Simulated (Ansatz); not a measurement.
`C=CN(C)[SiH3]` + `[CH]1=[N][AlH]1` → `C[C]1=[N][AlH]1` + `C=CN[SiH3]` at 500 K and 1 bar (formal exchange of groups at a C–N bond).

Isolated molecules relaxed with PBE0-D4/def2-TZVP in Ansatz; ΔE leaves out vibrations. CCSD(T)/CBS is the MP2 limit (def2-TZVPP, def2-QZVPP) plus CCSD(T) − MP2 in def2-TZVPP, frozen cores. This one scheme is used for every species. One conformer a species, not always the lowest.

| species | CCSD(T)/CBS energy (Eh) | H − E (kJ/mol) | S (J/(mol·K)) |
| --- | --- | --- | --- |
| `C=CN(C)[SiH3]` | -463.34009 | 346.3 | 419.0 |
| `[CH]1=[N][AlH]1` | -335.88667 | 89.9 | 295.6 |
| `C[C]1=[N][AlH]1` | -375.16035 | 174.1 | 348.6 |
| `C=CN[SiH3]` | -424.08767 | 263.2 | 381.7 |

H − E and S are ideal-gas, rigid-rotor, harmonic terms from PBE0-D4/def2-TZVP, for one conformer and one mirror image of each species. 1 Eh = 2625.50 kJ/mol, R = 8.31446 J/(mol·K).

**Question.** By hand: ΔE, ΔH, ΔS and ΔG.

**Answer.** ΔE = (-375.16035) + (-424.08767) − (-463.34009) − (-335.88667) = -0.02126 Eh = -55.8 kJ/mol. Δ(H − E) = 174.1 + 263.2 − 346.3 − 89.9 = 1.1, so ΔH = -54.7 kJ/mol. ΔS = 348.6 + 381.7 − 419.0 − 295.6 = 15.7 J/(mol·K). ΔG = -54.7 − 500 × (15.7)/1000 = -62.6 kJ/mol.

**Question.** By hand: the equilibrium constant, and the temperature at which ΔG would vanish if ΔH and ΔS stayed fixed.

**Answer.** log₁₀ K = −ΔG/(RT ln 10) = 6.5. ΔH and −TΔS have one sign here, so there is no such temperature.

ΔH outweighs TΔS. A doubt of 5 kJ/mol in ΔE shifts log₁₀ K by 0.5 here. Other conformers and mirror images would add mixing entropy, several J/(mol·K) or more a flexible species. Modes under 60 cm⁻¹, often nearly free rotors, make the harmonic entropy too high. These are equilibria of isolated gas molecules and say nothing of rates. Largest T1 diagnostic: 0.019 (customary marks: 0.02 for closed shells, 0.045 for open ones).
